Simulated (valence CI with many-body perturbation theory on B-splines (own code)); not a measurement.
## Mo XXI: M1 decay

Computed by valence CI with perturbative core correlation (CI+MBPT): four valence electrons over a frozen Dirac-Fock core [Ar], a basis of 9 s, 9 p, 10 d, 8 f, 5 g, 3 h, 1 i functions for each j, with the one-electron correlation potential Σ1 (screened to all orders), the two-electron term Σ2, the three-electron term Σ3, Breit, model QED; selected single and double excitations, second order for the rest (own B-spline code, finite nucleus).

No measured spectrum was set against this ion. As an estimate, terms of the open shell hold to 2 to 4 % of their energy, and close levels can change places. Core correlation moves these levels by up to 9600 cm⁻¹, and in measured spectra 5 to 20 % of such shifts remained as error; rates that hang on mixing are uncertain with them. Only levels of the ground parity were solved; by the run's estimate the other parity begins above the list, which can be wrong where configurations are misplaced.

Lines 1 to 50 of 120 in falling wavelength, among levels below 405610 cm⁻¹, chosen from the decays that carry over 1 % of a level's rate. Wavelengths and rates use the calculated energies, so an error of 2000 cm⁻¹ moves a line at 6623 Å by 13 % and its rate by three times that or more. S is in atomic units (e²a₀⁴ for E2 and M2, e²a₀⁶ for E3), for M1 in squared Bohr magnetons. Weak lines are less certain than strong ones. Lines between different terms over intervals too small for the method are left out, as are lines whose strength nearly cancels.

Names give the largest LS component (configuration and term), which can be under half, so a name can repeat, a term be missing and a line seem to break the LS rules; names also repeat where a configuration has a term twice. Letters in brackets count levels of one name in rising energy.

```
λ vac (Å)         Upper         Lower  Type   A (s⁻¹)  S (a.u.)
    13430      3d4 3H_6      3d4 3H_5    M1  6.12e+00  7.15e+00
    12390      3d4 5D_4      3d4 5D_3    M1  1.31e+01  8.31e+00
    10420      3d4 5D_3      3d4 5D_2    M1  3.84e+01  1.13e+01
     9796      3d4 5D_1      3d4 5D_0    M1  4.86e+01  5.08e+00
     9404      3d4 5D_2      3d4 5D_1    M1  6.20e+01  9.56e+00
     6623      3d4 3D_3  3d4 3P_2 [a]    M1  1.55e+01  1.17e+00
     6391      3d4 3G_3      3d4 3H_4    M1  2.98e+01  2.02e+00
     6219      3d4 3G_5      3d4 3G_4    M1  2.26e+01  2.21e+00
     6106      3d4 3H_5      3d4 3H_4    M1  8.35e+01  7.75e+00
     6080  3d4 3F_4 [a]      3d4 3G_3    M1  6.88e+01  5.16e+00
     5019  3d4 3P_2 [a]  3d4 3F_2 [a]    M1  9.67e+00  2.27e-01
     4386      3d4 3D_2  3d4 3P_2 [a]    M1  4.30e+01  6.72e-01
     4360  3d4 3P_2 [a]  3d4 3P_1 [a]    M1  1.53e+02  2.34e+00
     4275      3d4 3G_4      3d4 3H_5    M1  6.03e+01  1.57e+00
     4210      3d4 3G_5  3d4 3F_4 [a]    M1  1.68e+02  5.11e+00
     4146      3d4 3G_4      3d4 3G_3    M1  1.81e+01  4.31e-01
     4028  3d4 3P_1 [a]  3d4 3P_0 [a]    M1  2.58e+02  1.88e+00
     3816  3d4 3F_3 [a]  3d4 3F_2 [a]    M1  2.07e+02  2.98e+00
     3651  3d4 3F_4 [b]      3d4 1F_3    M1  4.26e+01  6.92e-01
     3461      3d4 3D_1  3d4 3P_2 [a]    M1  1.66e+02  7.67e-01
     3455  3d4 1G_4 [a]      3d4 3G_5    M1  1.18e+02  1.62e+00
     3398  3d4 1D_2 [a]      3d4 3D_1    M1  1.23e+02  8.97e-01
     3363  3d4 3P_2 [b]  3d4 1D_2 [a]    M1  1.06e+02  7.45e-01
     3349  3d4 3F_3 [a]      3d4 3G_3    M1  1.75e+02  1.71e+00
     3122      3d4 3G_5      3d4 3H_6    M1  1.46e+02  1.82e+00
     3116  3d4 3F_4 [a]      3d4 3H_4    M1  4.58e+02  4.62e+00
     2862  3d4 3F_2 [b]      3d4 1F_3    M1  1.66e+02  7.21e-01
     2855      3d4 3D_3  3d4 3F_2 [a]    M1  9.91e+01  5.98e-01
     2815  3d4 1D_2 [a]      3d4 3D_2    M1  1.01e+02  4.19e-01
     2585      3d4 3D_3      3d4 3G_3    M1  1.89e+02  8.47e-01
     2546  3d4 1G_4 [a]  3d4 3F_3 [a]    M1  4.13e+02  2.27e+00
     2534      3d4 3G_5      3d4 3H_5    M1  2.24e+02  1.48e+00
     2515      3d4 3G_4      3d4 3H_4    M1  1.17e+02  6.20e-01
     2498      3d4 3H_4      3d4 5D_4    M1  2.84e+02  1.47e+00
     2341      3d4 3D_2  3d4 3F_2 [a]    M1  1.94e+02  4.61e-01
     2327      3d4 1I_6      3d4 3H_6    M1  3.61e+02  2.20e+00
     2314  3d4 1D_2 [a]      3d4 3D_3    M1  4.79e+02  1.10e+00
     2245  3d4 3F_2 [b]  3d4 1D_2 [a]    M1  1.36e+02  2.85e-01
     2221  3d4 1G_4 [a]      3d4 3G_4    M1  3.52e+02  1.29e+00
     2216      3d4 1F_3      3d4 3D_2    M1  8.95e+01  2.53e-01
     2187      3d4 3D_2  3d4 3P_1 [a]    M1  1.35e+02  2.63e-01
     2156      3d4 3D_2      3d4 3G_3    M1  4.68e+01  8.70e-02
     2083  3d4 3F_3 [b]  3d4 1D_2 [a]    M1  2.25e+02  5.29e-01
     2079      3d4 3H_4      3d4 5D_3    M1  7.57e+01  2.27e-01
     2049      3d4 3D_1  3d4 3F_2 [a]    M1  2.56e+02  2.44e-01
     2010  3d4 3F_4 [b]  3d4 1G_4 [a]    M1  8.63e+01  2.34e-01
     1984      3d4 1I_6      3d4 3H_5    M1  4.02e+02  1.51e+00
     1930      3d4 3D_1  3d4 3P_1 [a]    M1  4.85e+02  3.87e-01
     1898  3d4 1G_4 [a]  3d4 3F_4 [a]    M1  7.67e+02  1.75e+00
     1893      3d4 1F_3      3d4 3D_3    M1  6.09e+02  1.07e+00
```
